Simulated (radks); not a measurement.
Values are calculated unless marked as measured or tabulated.
The table gives one normalised radial function P(r) = r R(r) of Be3+ in 1s1 (r in bohr). Level of theory: scalar-relativistic Kohn-Sham, LDA (Slater exchange, Perdew-Wang correlation), spin-polarised, spherical densities, point nucleus; open shells are filled with parallel spins first (a radial shooting solver on a logarithmic mesh with Libxc functionals).

| r | P |
|---|---|
| 0.01465 | 0.2195 |
| 0.01575 | 0.2349 |
| 0.01706 | 0.2531 |
| 0.01833 | 0.2706 |
| 0.01986 | 0.2913 |
| 0.02134 | 0.3112 |
| 0.02312 | 0.3347 |
| 0.02484 | 0.3572 |
| 0.02691 | 0.3838 |
| 0.02892 | 0.4091 |
| 0.03133 | 0.4389 |
| 0.03367 | 0.4673 |
| 0.03648 | 0.5005 |
| 0.0392 | 0.5320 |
| 0.04246 | 0.5688 |
| 0.04563 | 0.6035 |
| 0.04943 | 0.6439 |
| 0.05312 | 0.6818 |
| 0.05755 | 0.7256 |
| 0.06185 | 0.7664 |
| 0.06646 | 0.8085 |
| 0.072 | 0.8566 |
| 0.07737 | 0.9009 |
| 0.08382 | 0.9510 |
| 0.09007 | 0.9967 |
| 0.09758 | 1.0477 |
| 0.1049 | 1.0935 |
| 0.1136 | 1.1438 |
| 0.1221 | 1.1881 |
| 0.1322 | 1.2357 |
| 0.1421 | 1.2765 |
| 0.154 | 1.3189 |
| 0.1654 | 1.3537 |
| 0.1792 | 1.3879 |
| 0.1926 | 1.4139 |
| 0.2086 | 1.4367 |
| 0.2242 | 1.4510 |
| 0.2429 | 1.4592 |
| 0.261 | 1.4590 |
| 0.2828 | 1.4497 |
| 0.3039 | 1.4327 |
| 0.3266 | 1.4072 |
| 0.3538 | 1.3687 |
| 0.3802 | 1.3249 |
| 0.4118 | 1.2665 |
| 0.4426 | 1.2055 |
| 0.4794 | 1.1293 |
| 0.5152 | 1.0541 |
| 0.5582 | 0.9646 |
| 0.5998 | 0.8801 |
| 0.6498 | 0.7837 |
| 0.6983 | 0.6964 |
| 0.7564 | 0.6009 |
| 0.8129 | 0.5178 |
| 0.8806 | 0.4307 |
| 0.9464 | 0.3582 |
| 1.025 | 0.2855 |
| 1.102 | 0.2278 |
| 1.193 | 0.1728 |
| 1.283 | 0.1315 |
| 1.389 | 0.0942 |
| 1.493 | 0.0678 |

Which n and l does it have? It may be an empty orbital.

Answer. n = 1, l = 0: the number of nodes gives n - l - 1 = 0, the rise at small r (about r^(l+1)) gives l, and the extent must fit the shell. The curve is that of 1s up; the table hardly tells the two spins apart. 1s up: eigenvalue -190.10 eV, 0 radial nodes, <r> = 0.380 bohr, 90 % of the charge inside 0.677 bohr.
